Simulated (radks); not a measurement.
Values are calculated unless marked as measured or tabulated.
Task: Ga I, 31 electrons, occupied as [Ar] 3d10 4s2 4d1 (not the ground configuration). Code: a radial shooting solver on a logarithmic mesh with Libxc functionals. Model: scalar-relativistic Kohn-Sham, PBE, spin-unpolarised, spherical densities, finite nucleus; Fermi nuclear charge, rms radius 3.9973 fm. Some entries of the table are withheld. Estimate them.

orbital  occ.  eigenvalue (eV)  <1/r> (bohr^-1)
1s          2        -10234.84            31.30
2s          2        -1267.234            6.846
2p          6              (1)            6.714
3s          2              (2)            2.184
3p          6        -103.7995            2.030
3d         10         -24.0775            1.651
4s          2         -13.0264           0.5849
4d          1          -0.7037           0.1279

Result: 
(1) 2p eigenvalue (eV): -1103.768
(2) 3s eigenvalue (eV): -153.0603
